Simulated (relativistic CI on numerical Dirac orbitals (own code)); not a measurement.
Hyperfine structure of Xe²¹⁺, mass number 129

Calculated at this level of theory: Dirac-Coulomb-Breit CI, separate exchange-only KLI orbitals for each configuration, model QED, unscaled Slater integrals (own radial code, finite nucleus).

Configuration list (outside the closed core [Ar] 3d10): 4s²4p³, 4s4p⁴, 4s²4p²4d, 4p⁵, 4s4p³4d, 4s²4p²4f, 4s4p³4f, 4p⁴4d, 4s4p²4d², 4s²4p4d4f, 4p⁴4f, 4s²4p²5s, 4s²4p4d², 4s²4d³, 4s4p4d³, 4s²4d²4f, 4s4p4d²4f, 4s²4d²5s, 4p³4d², 4p²4d³, 4p²4d²4f, 4p²4d²5s. Double excitations out of closed p, d and f shells are left out; levels of such configurations are missing from the list, as are those of other unlisted configurations, and high levels can miss mixing partners.

Nuclear spin I = 1/2, μ = -0.77796 μN (tables of Stone and Pyykkö). The electronic factors are computed for point nuclear moments, without core polarisation or the Bohr-Weisskopf and QED corrections.

```
        Level  E (cm⁻¹)  A (GHz)
4s²4p³ ²D°3/2    106346   -1.338
4s²4p³ ²D°5/2    132231   -48.06
4s²4p³ ²P°1/2    167820   -147.7
4s²4p³ ²P°3/2    275123   -24.32
  4s4p⁴ ⁴P5/2    505743   -110.3
  4s4p⁴ ⁴P3/2    567920    1.499
  4s4p⁴ ⁴P1/2    574521   -368.2
  4s4p⁴ ²D5/2    675400     -127
```

Levels with J = 0, under 50 % of one LS term, or S terms without an open s electron are left out. Small factors come from cancelling terms and can be off by tens of per cent or more.

At this charge energies of transitions that change n are usually good to better than 1 %, and those within a shell (Δn = 0) to a few per cent.

Question: Give the hyperfine levels of 4s²4p³ ²P°1/2 relative to its centre of gravity.

Answer: With K = F(F + 1) − I(I + 1) − J(J + 1), E = AK/2: F = 0: 110.8, F = 1: -36.93 GHz.

LS names give the leading component of a level, which can be under half, so a name can repeat, a term be missing and a line seem to break the LS rules.
